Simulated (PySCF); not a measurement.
Species: SeF₂.
InChI=1S/F2Se/c1-3-2

The closed-shell ground state was solved at several levels (PySCF, density fitting, gas phase). Isolated species at its PBE0-D3(BJ)/def2-SVP geometry, gas phase. Relativistic effects, spin–orbit coupling among them, are left out although an element past zinc is present.

```csv
level,basis functions,total energy (Eh),HOMO (eV),LUMO (eV),gap (eV),dipole (D)
B3LYP/def2-SVPD,87,-2600.7973,-7.13,-2.87,4.26,2.03
PBE0/pcSseg-1,75,-2600.4473,-7.25,-2.36,4.89,2.17
B3LYP/pcJ-1 (pcSseg-1 on Se),95,-2600.9782,-6.96,-2.58,4.38,2.20
```

Estimate the row for KT2/pcSseg-1, a basis of 75 functions; the other rows only guide the guess.

Total energy -2612.8143 Eh, HOMO -5.84 eV, LUMO -3.41 eV, gap 2.43 eV, dipole 1.93 D.

Over all these levels, which gives the widest orbital gap and which the narrowest?

PBE0/pcSseg-1 (global hybrid, 25 % exact exchange) has the widest, 4.89 eV, and KT2/pcSseg-1 (GGA) the narrowest, 2.43 eV. The two share the basis. From the narrowest to the widest the HOMO moves by -1.41 eV and the LUMO by +1.05 eV.

How far do the dipole and the HOMO energy spread over the levels?

The dipole runs from 1.93 to 2.20 D (mean 2.08 D) and the HOMO from -7.25 to -5.84 eV.
